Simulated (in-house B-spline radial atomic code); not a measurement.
How numerical settings move a run on Fe³⁺, [Ar] 3d5. Computed with an all-electron radial atomic-structure program (B-spline basis): scalar-relativistic (X2C) BP86, spin-polarised, spherical fractional occupations, Fermi nucleus of rms radius 3.7377 fm.

Command:
```bash
python run_scf.py task.json out
```
Settings of the sound reference run:
```
Z                26
electrons        23
configuration    [Ar] 3d5
hamiltonian      x2c
method           b88,p86
spin_polarised   True
nucleus          fermi
rms_radius       3.7377
mass_number      56
atomic_mass      55.93494
speed_of_light   137.036
knot_spacing     0.22
spline_order     8
gauss_points     12
box_radius       16.22
max_iterations   70
damping          0.5
damped_steps     3
diis_vectors     10
tolerance        1e-08
start            Thomas-Fermi
```

Cost of the run: 0.45 s on 1 thread of Intel(R) Xeon(R) Platinum 8488C (shared host).

It converges in 10 iterations to -1270.770779 hartree, with 3d up at -45.175 eV. The other runs change the listed settings, some to values that make no sense; their results aren't properties of the atom or ion. Radii are in bohr (the nuclear one in fm), a minus after a letter asks for a j subshell, and «unchanged» means within 1e-8 hartree. The run stops when the residual is below 10 × tolerance × max(1, Z/10), or a noise floor if that is larger, and the energy moves by less than 1e-8 × √|E| hartree; so very loose and very tight tolerances often act alike.

| changed settings | outcome |
| --- | --- |
| max_iterations = 100, damped_steps = 0, start = bare nucleus | converged in 9 iterations, energy unchanged, 3d up level -4.8e-06 eV |
| tolerance = 1e-06 | converged in 9 iterations, energy unchanged, 3d up level -3.3e-05 eV |
| first_knot = 0.00385, max_iterations = 75, diis_vectors = 0, start = bare nucleus | converged in 22 iterations, energy -3.07e-03 hartree from the reference, 3d up level +2.9e-05 eV |
| knot_spacing = 1.4, max_iterations = 75, damping = 0.2, damped_steps = 8, start = bare nucleus | converged in 14 iterations, energy +3.36e+01 hartree from the reference, 3d up level -4.9e-01 eV (the program warns: 1s up reaches the box edge; 1s down reaches the box edge) |
| box_radius = 32.44 | converged in 10 iterations, energy -4.50e-08 hartree from the reference, 3d up level -6.3e-07 eV |
| hamiltonian = dirac, method = hf | stopped with error: spin polarisation is not served with the Dirac Hamiltonian |
| knot_spacing = 0.4, box_radius = 32.44, max_iterations = 75 | converged in 10 iterations, energy +1.45e-04 hartree from the reference, 3d up level -1.3e-04 eV |
| diis_vectors = 1 | not converged after 70 iterations, last residual 1.2e-01, last energy +3.21e-01 hartree from the reference |
| box_radius = 64.88 | converged in 10 iterations, energy +5.42e-08 hartree from the reference, 3d up level -5.6e-07 eV |
| diis_vectors = 4 | converged in 10 iterations, energy unchanged, 3d up level +3.4e-06 eV |
| box_radius = 4.87 | converged in 10 iterations, energy +2.36e-04 hartree from the reference, 3d up level +1.3e-02 eV (the program warns: 3d up reaches the box edge; 3p down reaches the box edge) |
| box_radius = 8.11 | converged in 10 iterations, energy -1.07e-07 hartree from the reference, 3d up level +2.0e-06 eV |
| tolerance = 1e-13 | converged in 10 iterations, energy unchanged |
| box_radius = 0.65 | converged in 7 iterations, energy +2.69e+02 hartree from the reference, 3d up level +6.5e+02 eV (the program warns: 3d up has a positive eigenvalue: unbound, held by the box; 3s up has a positive eigenvalue: unbound, held by the box) |
| diis_vectors = 2 | converged in 13 iterations, energy unchanged, 3d up level +1.0e-05 eV |

(1) What happens with box_radius = 2.43?

(2) What happens with gauss_points = 16, box_radius = 0.65, max_iterations = 50, damped_steps = 1, start = bare nucleus?

(3) What happens with diis_vectors = 0?

(4) What happens with electrons = 24, configuration = [Ar] 3d5 2f1, max_iterations = 75?

## Answers

(1) Converged in 9 iterations, energy +3.12e-01 hartree from the reference, 3d up level +5.2e+00 eV (the program warns: 3d up reaches the box edge; 3s up reaches the box edge).

(2) Converged in 6 iterations, energy +2.69e+02 hartree from the reference, 3d up level +6.5e+02 eV (the program warns: 3d up has a positive eigenvalue: unbound, held by the box; 3s up has a positive eigenvalue: unbound, held by the box).

(3) Converged in 21 iterations, energy unchanged, 3d up level +1.3e-06 eV.

(4) Stopped with error: there is no 2f shell.
